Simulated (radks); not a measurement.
Problem. These are the eigenvalues of the occupied orbitals of an atom or ion with whole-number occupations (eV). Calculated with a radial shooting solver on a logarithmic mesh with Libxc functionals: non-relativistic Kohn-Sham, LDA (Slater exchange, Perdew-Wang correlation), spin-polarised, spherical densities, point nucleus.

1s: -15158.35
2s: -3008.159
2p: -2853.542

Which element is it, and in what charge state? The configuration may be excited. Open shells, if any, are filled with parallel spins first.

Solution. Z = 36, krypton, charge +26: Kr26+ in [Ne]. The list shows which subshells hold electrons but not how many an open one holds; the 1s level, -557.06 hartree, gives Z - s = 33.4 by -(Z - s)^2/2, which with screening narrows Z to a few neighbours, and the depths of the outer levels then fix element, charge and occupations together.
